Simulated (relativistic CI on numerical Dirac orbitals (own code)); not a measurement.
## Ru+: 3p photoemission

Computed with this model: Dirac-Coulomb-Breit CI, KLI orbitals optimised for each configuration, QED by a radiative potential, valence Slater integrals scaled by 0.8, multiplet model of photoemission in the sudden approximation; configurations [Kr] 4d7 → [Ne] 3s2 3p5 3d10 4s2 4p6 4d7; 300 K; Lorentzian 1.4 eV and Gaussian 0.6 eV FWHM. Energies are those of the free ion, without screening or charge transfer. The energies are binding energies and can lie tens of eV above those of solids. S is read from ⟨S²⟩ = S(S + 1).

Field parameters in Wybourne normalisation: Oh B⁴₀ = 21Dq, B⁴₄ = √(5/14) B⁴₀. The field is a parameter set, without covalency.

free ion: ground-state S = 1.49, centroid 487.37 eV. Peaks (eV, height): 479.8 (100), 502.4 (56).

Oh, 10Dq = 15550 cm⁻¹: ground-state S = 0.61, centroid 487.62 eV. Peaks (eV, height): 480.0 (100), 502.6 (55).

Strongest unbroadened transitions for Oh, 10Dq = 15550 cm⁻¹:

| Energy (eV) | Relative strength |
| --- | --- |
| 479.64 | 32.9 |
| 479.72 | 98.5 |
| 479.87 | 31.9 |
| 479.88 | 38.7 |
| 479.96 | 44.2 |
| 479.97 | 34.0 |
| 480.04 | 21.0 |
| 480.05 | 13.3 |
| 480.13 | 24.0 |
| 480.31 | 58.5 |
| 480.34 | 73.8 |
| 480.37 | 24.3 |
| 480.42 | 14.3 |
| 502.56 | 64.8 |
| 502.63 | 100.0 |
| 502.68 | 65.7 |
| 502.77 | 31.8 |
| 503.14 | 4.8 |
